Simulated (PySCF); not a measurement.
Cartesian coordinates in Å; atom numbers follow the order of the lines, from 1:
```xyz
15

Si    0.5757    1.2698    0.3830
H     0.5706    1.3502    1.8808
H     2.0041    1.3258   -0.0712
C    -0.4174    2.6556   -0.3670
H    -0.0144    3.6323   -0.0566
H    -1.4683    2.5982   -0.0452
H    -0.3903    2.6035   -1.4659
O    -0.1193   -0.1651   -0.1068
C     0.3507   -1.4342    0.2740
C    -0.5488   -2.5000   -0.3069
H     1.3902   -1.5826   -0.0803
H     0.3773   -1.5223    1.3784
H    -0.1988   -3.5045   -0.0247
H    -1.5791   -2.3723    0.0572
H    -0.5650   -2.4303   -1.4048
```

No relativistic terms, in vacuum, a single conformation, averaged over atoms made equivalent by symmetry, fast rotation or ring inversion. Geometry from PBE0-D3(BJ)/def2-SVP; σ from GIAO-PBE0/pcSseg-1; PySCF 2.14.0 with density-fitted response routines.

Scale: TMS for ¹³C (184.41 ppm) and ¹H (31.27 ppm) and ²⁹Si (351.99 ppm); ¹⁷O (334.56 ppm) vs H2O (reference shieldings calculated alike).

| atoms | nucleus | count | δ (ppm) |
| --- | --- | --- | --- |
| C4 | ¹³C | 1 | -3.6 |
| H11/H12 | ¹H | 2 | ? |
| Si1 | ²⁹Si | 1 | -9.7 |
| C9 | ¹³C | 1 | 62.8 |
| H2/H3 | ¹H | 2 | 4.84 |
| C10 | ¹³C | 1 | 20.2 |
| H13/H14/H15 | ¹H | 3 | ? |
| H5/H6/H7 | ¹H | 3 | ? |
| O8 | ¹⁷O | 1 | 37.9 |

Estimate the values marked ?.

## Answers


- H11/H12: 3.65 ppm, hydrogen on a carbon bonded to C, O
- H13/H14/H15: 1.26 ppm, hydrogen on a carbon bonded to C
- H5/H6/H7: 0.33 ppm, hydrogen on a carbon bonded to Si

Shifts are as computed. Against solution values, carbons near 30 ppm lie about +2 ppm off and those near 130 ppm about +5 ppm. Of 1211 compounds with measured shifts, 218 miss one by over three times the rms of a fit or turn the order of signals round; such compounds aren't used in these exercises. Experimental scales use liquid or dissolved standards, which lie at an offset from isolated H2O (liquid H2O: subtract about 36 ppm).
